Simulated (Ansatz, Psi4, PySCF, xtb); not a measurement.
Approach curve of the dimer H3ClSi ··· H2 (SMILES [SiH3]Cl and [H][H]), singlet. Monomers: optimised at B3LYP-D3(BJ) (def2-TZVP), held rigid. Orientation: lowest of the rigid-body minima from ten starts at GFN2-xTB. R is the distance of the centres of mass, along which the second monomer moves.

Geometry at R = 4.53 Å (first 5 atoms: monomer A):
```
7

Si    -0.1324    -0.0037    -0.0049
Cl     1.9317     0.0536     0.0710
H     -0.5358    -0.9923    -1.0236
H     -0.6247     1.3397    -0.3669
H     -0.6388    -0.3973     1.3243
H     -3.9488    -0.1366    -0.1334
H     -3.2060    -0.1116    -0.1042
```

Computed with: HF/aug-cc-pVTZ, counterpoise-corrected (Psi4); RMP2/3-21G = PySCF with restricted MP2 (frozen core)/3-21G, no counterpoise correction; GFN1-xTB (xtb); PBE/def2-TZVP, counterpoise-corrected (Psi4); RHF/aug-cc-pVDZ, counterpoise-corrected (Ansatz, a program for electronic structure).

Interaction energies in kcal/mol (negative: bound); R is the distance of the centres of mass, d the H5···H7 distance.

| R / Å | d / Å | HF/aug-cc-pVTZ | RMP2/3-21G | GFN1-xTB | PBE/def2-TZVP | RHF/aug-cc-pVDZ |
|---|---|---|---|---|---|---|
| 4.14 | 2.61 | 1.98 | 0.52 | -1.04 | 0.46 | 1.98 |
| 4.31 | 2.76 | 1.27 | -0.05 | -1.09 | 0.19 | 1.26 |
| 4.53 | 2.95 | 0.74 | -0.35 | -0.96 | 0.02 | 0.72 |
| 4.70 | 3.10 | 0.50 | -0.38 | -0.80 | -0.04 | 0.49 |
| 4.92 | 3.30 | 0.32 | -0.33 | -0.60 | -0.06 | 0.31 |
| 5.22 | 3.58 | 0.19 | -0.20 | -0.39 | -0.06 | 0.18 |
| 5.55 | 3.88 | 0.12 | -0.10 | -0.23 | -0.03 | 0.11 |
| 6.05 | 4.35 | 0.07 | -0.01 | -0.11 | 0.00 | 0.06 |
| 6.75 | 5.02 | 0.04 | 0.01 | -0.05 | 0.01 | 0.03 |
| 7.70 | 5.94 | 0.02 | 0.01 | -0.02 | 0.01 | 0.02 |
| 9.03 | 7.24 | 0.01 | 0.01 | -0.01 | 0.01 | 0.01 |

Lowest grid point: HF/aug-cc-pVTZ 0.01 kcal/mol at R = 9.03 Å; RMP2/3-21G -0.38 kcal/mol at R = 4.70 Å; GFN1-xTB -1.09 kcal/mol at R = 4.31 Å; PBE/def2-TZVP -0.06 kcal/mol at R = 4.92 Å; RHF/aug-cc-pVDZ 0.01 kcal/mol at R = 9.03 Å.
